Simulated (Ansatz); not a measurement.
System: SnH$_{2}$F, charge 0, doublet. SnH2F (SMILES [F][SnH2], doublet).
B3LYP-D3(BJ)/def2-TZVP minimum from Ansatz (a quantum-chemistry and plane-wave program):
```
Sn
F 1 1.9486
H 1 1.7371 2 102.89
H 1 1.7371 3 112.86 2 -110.18
```
Charge 0, spin multiplicity 2.

Wanted: atomisation energy (electronic, to ground-state atoms), in kcal/mol. UHF or UKS for unpaired electrons; spin-orbit terms are left out. Cores are frozen in correlated methods (noble-gas shells, and filled d and f shells in the p block). Past Kr the def2 sets carry scalar-relativistic core potentials. CBS(X,Y): correlation extrapolated as X^-3, Hartree-Fock from the larger set. A bracket is a step between two methods taken in the basis named. For partners of very few electrons the exact lower level stands in for a higher one. Spin-orbit terms, left out, reach several kcal/mol for Br and I, and more for heavier atoms.

CCSD(T)/CBS(def2-TZVPP,def2-QZVPP) + [CCSDT(Q) - CCSD(T)]/def2-TZVPP + [CCSDTQ - CCSDT(Q)]/def2-SVP (Ansatz) gives 224.7 kcal/mol.

**Question.** How far off this value is PBE/def2-TZVPD (Ansatz), in which direction, and how far these levels: r2SCAN/def2-TZVPD, B3LYP/def2-TZVPD, PBE0/def2-TZVPD, wB97M-V/def2-TZVPD, B2PLYP/def2-TZVPD, CCSD(T)/CBS(def2-TZVPP,def2-QZVPP)?

**Answer.** PBE gives 222.3 kcal/mol, 2.4 kcal/mol below it. Differences of the others: r2SCAN/def2-TZVPD (Ansatz) -2.1; B3LYP/def2-TZVPD (Ansatz) -5.7; PBE0/def2-TZVPD (Ansatz) -9.8; wB97M-V/def2-TZVPD (Ansatz) -4.1; B2PLYP/def2-TZVPD (Ansatz) -6.7; CCSD(T)/CBS(def2-TZVPP,def2-QZVPP) (Ansatz) -0.2 kcal/mol.
